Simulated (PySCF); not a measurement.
Ligands exchanged one at a time, Al Br-SiH3. All species are isolated molecules in the gas phase. Strings in code marks are SMILES.

All values below come from PBE-D3(BJ)/def2-TZVP // B3LYP-D3(BJ)/def2-TZVP in PySCF 2.14.0. Excitations are Tamm–Dancoff values on a coarser integration grid. The basis has no diffuse functions, so Rydberg states are missing or too high.

| species | HOMO–LUMO gap (eV) | S1–T1 gap (TDA) (eV) |
|---|---|---|
| 0 of 3 Br replaced by SiH3 | 4.92 | (withheld) |
| 1 of 3 Br replaced by SiH3 (`[SiH3][Al]([Br])[Br]`) | (withheld) | 0.62 |
| 2 of 3 Br replaced by SiH3 | 3.16 | 0.49 |
| 3 of 3 Br replaced by SiH3 (`[Al]([SiH3])([SiH3])[SiH3]`) | 2.94 | 0.50 |

Some entries are withheld; supply them.


- 0 of 3 Br replaced by SiH3, S1–T1 gap (TDA) (eV): 0.24
- 1 of 3 Br replaced by SiH3 (`[SiH3][Al]([Br])[Br]`), HOMO–LUMO gap (eV): 4.25
